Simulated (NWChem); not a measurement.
System: CHCl2F; SMILES FC(Cl)Cl

NWChem printed, in part:

```
             Northwest Computational Chemistry Package (NWChem) 7.3.0
             --------------------------------------------------------

                             Geometry "geometry" -> ""
                             -------------------------

 Output coordinates in angstroms (scale by  1.889725989 to convert to a.u.)

  No.       Tag          Charge          X              Y              Z
 ---- ---------------- ---------- -------------- -------------- --------------
    1 F                    9.0000     1.59517000    -0.18094600     0.00000000
    2 C                    6.0000     0.38723100     0.40936500     0.00000000
    3 Cl                  17.0000    -0.49940800    -0.06026400    -1.48189200
    4 Cl                  17.0000    -0.49940800    -0.06026400     1.48189200
    5 H                    1.0000     0.49625300     1.49236600     0.00000000

 Effective nuclear repulsion energy (a.u.)     209.1176417434

                              NWChem Property Module
                              ----------------------

  itol2e modified to match energy
  convergence criterion.

                                 NWChem DFT Module
                                 -----------------

 Summary of "ao basis" -> "ao basis" (spherical)
 ------------------------------------------------------------------------------
       Tag                 Description            Shells   Functions and Types
 ---------------- ------------------------------  ------  ---------------------
 F                           6-31g*                  6       14   3s2p1d
 C                           6-31g*                  6       14   3s2p1d
 Cl                          6-31g*                  8       18   4s3p1d
 H                           6-31g*                  2        2   2s

  itol2e modified to match energy
  convergence criterion.

[...]

          -----------------------------------------
          Chemical Shielding Tensors (GIAO, in ppm)
          -----------------------------------------

                                NWChem CPHF Module
                                ------------------

  scftype          =     RHF
  nclosed          =       25
  nopen            =        0
  variables        =     1025
  # of vectors     =        3
  tolerance        = 0.10D-03
  level shift      = 0.00D+00
  max iterations   =       50
  max subspace     =       30

 SCF residual:    1.6199918978605798E-004

Iterative solution of linear equations
  No. of variables     1025
  No. of equations        3
  Maximum subspace       30
        Iterations       50
       Convergence  1.0D-04

   iter   nsub   residual    time
   ----  ------  --------  ---------
     1      3    4.69D-01      18.7
     2      6    2.22D-02      21.0
     3      9    1.37D-03      23.3
     4     12    4.17D-05      25.6

      Atom:    1  F
        Diamagnetic
    489.1615    -13.0770     -0.0000
    -13.0770    467.7390      0.0000
     -0.0000      0.0000    464.1933

        Paramagnetic
   -182.8421     20.7918      0.0000
     20.7918   -297.6420      0.0000
      0.0000      0.0000   -143.1275

        Total Shielding Tensor
    306.3194      7.7148      0.0000
      7.7148    170.0970      0.0000
      0.0000      0.0000    321.0657

           isotropic =     265.8274
          anisotropy =      82.8575

          Principal Components and Axis System
                 1           2           3
              321.0657    306.7549    169.6615

      1         0.0000      0.9984     -0.0564
      2         0.0000      0.0564      0.9984
      3         1.0000     -0.0000     -0.0000

      Atom:    2  C
        Diamagnetic
    255.1100     -2.1902     -0.0000
     -2.1902    243.9072     -0.0000
     -0.0000     -0.0000    254.5895

        Paramagnetic
   -157.4889     -5.0570     -0.0000
     -5.0570   -209.4254      0.0000
     -0.0000      0.0000   -174.1550

        Total Shielding Tensor
     97.6211     -7.2472     -0.0000
     -7.2472     34.4819      0.0000
     -0.0000      0.0000     80.4346

           isotropic =      70.8458
          anisotropy =      41.3946

          Principal Components and Axis System
                 1           2           3
               98.4423     80.4346     33.6607

      1         0.9936      0.0000      0.1126
      2        -0.1126      0.0000      0.9936
      3        -0.0000      1.0000     -0.0000

      Atom:    3  Cl
        Diamagnetic
   1144.3588      1.1850      5.5050
      1.1850   1140.8028      2.2292
      5.5050      2.2292   1151.4042

        Paramagnetic
   -573.6825     36.5993    200.4240
     36.5993   -848.1245    171.9142
    200.4240    171.9142   -294.4779

        Total Shielding Tensor
    570.6763     37.7843    205.9290
     37.7843    292.6783    174.1435
    205.9290    174.1435    856.9262

           isotropic =     573.4270
          anisotropy =     649.1641

          Principal Components and Axis System
                 1           2           3
             1006.2030    472.3151    241.7628

      1         0.4321      0.8987      0.0752
      2         0.2354     -0.1928      0.9526
      3         0.8706     -0.3939     -0.2948

      Atom:    4  H
        Diamagnetic
     22.6459      2.2884      0.0000
      2.2884     40.3963      0.0000
      0.0000      0.0000     23.5868

        Paramagnetic
     -0.2233     -0.1090      0.0000
     -0.1090    -13.1738      0.0000
      0.0000      0.0000      1.0955

[...]
```

Level: B3LYP/6-31G* (spherical d), GIAO. Geometry: optimised at B3LYP/6-31G* (spherical d). The output numbers the shielded atoms by their place in the input's list. The printed shielding anisotropy is the first printed principal value minus the mean of the other two.

Problem. Write an input that gives this output.

Solution. One answer among several that fit: the input that was run:
```
start job
memory heap 200 mb stack 900 mb global 1100 mb
geometry units angstroms noautosym nocenter noautoz
  F      1.595170    -0.180946     0.000000
  C      0.387231     0.409365     0.000000
  Cl    -0.499408    -0.060264    -1.481892
  Cl    -0.499408    -0.060264     1.481892
  H      0.496253     1.492366     0.000000
end
basis spherical
  F library 6-31g*
  C library 6-31g*
  Cl library 6-31g*
  H library 6-31g*
end
dft
  xc b3lyp
  iterations 150
end
property
  shielding 4 1 2 3 5
end
task dft property
```
